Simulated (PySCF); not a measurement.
# Bond length, frequency and bond energy of AlSb by level of theory

State: ³Σ⁻ (triplet), unpaired electrons π ↑↑. Set-up: PySCF, scalar-relativistic core potentials, basis sets Al def2-SVPD, Sb def2-SVPD with ECP28. De refers to Al + Sb in their high-spin ground configurations, without counterpoise correction. The functionals are run spin-unrestricted. A positive dipole means Al(−)Sb(+).

```tsv
Level	Re (Å)	ωe (cm⁻¹)	De (eV)	μ (D)
UHF	2.775	255	0.81	-1.16
UHF-MP2	2.758	259	1.43	n/a
UHF-SCS-MP2	2.767	255	1.39	n/a
UHF-CCSD	2.767	253	1.39	n/a
UHF-CCSD(T)	2.770	251	1.47	n/a
PBE	2.777	250	2.01	-0.58
PW91	2.775	251	2.04	-0.61
r²SCAN	2.758	256	1.87	-0.56
PBE0	2.753	259	1.88	-0.70
r²SCAN0	2.744	262	1.79	-0.72
MN15	2.733	258	2.02	-0.92
```

Question: Which functional lies closest to UHF-CCSD(T) in De, which farthest, and by how much do they differ from it?

Answer: Closest is r²SCAN0 (-2.6 pm in Re, +4.4 % in ωe, +0.32 eV in De against UHF-CCSD(T) in the same basis), farthest PW91 (+0.5 pm in Re, +0.0 % in ωe, +0.57 eV in De). CCSD(T) converges more slowly with the basis than the functionals do and binds too weakly in this one, so the order can change at the basis-set limit.

Question: What does a quarter of exact exchange do here, going from PBE to PBE0?

Answer: PBE0 less PBE: -2.4 pm in Re, +3.6 % in ωe, -0.13 eV in De. Exact exchange removes part of the self-interaction that spreads semilocal densities, and in most molecules shortens and stiffens the bond and lowers De; so it does here.

Question: What does a quarter of exact exchange do here, going from r²SCAN to r²SCAN0?

Answer: r²SCAN0 less r²SCAN: -1.4 pm in Re, +2.3 % in ωe, -0.08 eV in De. Exact exchange removes part of the self-interaction that spreads semilocal densities, and in most molecules shortens and stiffens the bond and lowers De; so it does here.

Correlated steps freeze 9 core orbitals. Correlated levels converge slowly with the basis: in double zeta they bind strong bonds too weakly, by up to about 1 eV, and carry superposition errors of some tenths. Spin–orbit coupling is left out, which matters for elements this heavy, above all for dissociation energies. The state was picked by a PBE0 search and need not be the measured ground state.
